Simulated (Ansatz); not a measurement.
Reaction (SMILES): O=BF → B atom + F atom + O atom
B3LYP-D3(BJ)/def2-TZVP geometries, fixed; electronic energies without zero-point terms.

The atomisation energy at CCSD(T) with Ansatz (a quantum-chemistry and plane-wave program), in kcal/mol, split into its Hartree-Fock and correlation parts. Cores are frozen. Open shells are unrestricted. No added dispersion term, no relativity. Functions are those of the species that has most.

| basis | X | functions | Hartree-Fock | CCSD(T) |
|---|---|---|---|---|
| aug-cc-pVDZ | 2 | 69 | 243.50 | 324.65 |
| aug-cc-pVTZ | 3 | 138 | 254.59 | 346.85 |
| aug-cc-pVQZ | 4 | 240 | 255.70 | 353.20 |

Worked estimate of the basis-set limit from each neighbouring pair, with Hartree-Fock from the larger set and the correlation part extrapolated as X^-3.
Correlation parts: X = 2: 81.15, X = 3: 92.26, X = 4: 97.50.
- (2,3): (27·(92.26) - 8·(81.15))/19 = 96.94; with Hartree-Fock 254.59 the estimate is 351.53 kcal/mol.
- (3,4): (64·(97.50) - 27·(92.26))/37 = 101.32; with Hartree-Fock 255.70 the estimate is 357.02 kcal/mol.
The last two estimates differ by 5.50 kcal/mol; the largest set lies 3.82 from the last. Over the last step Hartree-Fock moves by 1.11 and the correlation part by 5.24.
